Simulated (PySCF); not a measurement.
Species: C5H6F2.
Bonds: C1–C2, C2–C3 (triple), C3–C4, C4–C5, C4–F6, C4–F7. Hydrogens: H8, H9, H10 on C1; H11, H12, H13 on C5.

Method used: PBE0-D3(BJ)/def2-SVP geometry optimisation, gas phase in PySCF.

Problem. Give the optimised bond lengths and angles.

Solution. 
| bond | length (Å) |
| --- | --- |
| C1–C2 | 1.451 |
| C2≡C3 | 1.210 |
| C3–C4 | 1.470 |
| C4–C5 | 1.509 |
| C4–F6, C4–F7 | 1.361 |
| C1–H8, C1–H9, C1–H10 | 1.101 |
| C5–H11, C5–H12, C5–H13 | 1.098 |

Bonds in one row agree within 0.01 Å and their mean is given. A selection of angles:
| angle | degrees |
| --- | --- |
| C2–C1–H8 | 110.7 |
| H8–C1–H9 | 107.9 |
| C1–C2–C3 | 179.6 |
| C2–C3–C4 | 178.2 |
| C3–C4–C5 | 113.7 |
| C3–C4–F6 | 109.3 |
| C5–C4–F6 | 109.0 |
| F6–C4–F7 | 106.2 |
| C4–C5–H11 | 110.0 |
| C4–C5–H12 | 108.4 |
| H11–C5–H12 | 109.6 |

The 4 C–C bonds span 1.210 Å (C2≡C3, drawn triple) to 1.509 Å (C4–C5, drawn single), a spread of 0.299 Å.

PBE0-D3(BJ)/def2-SVP frequencies: not computed here.
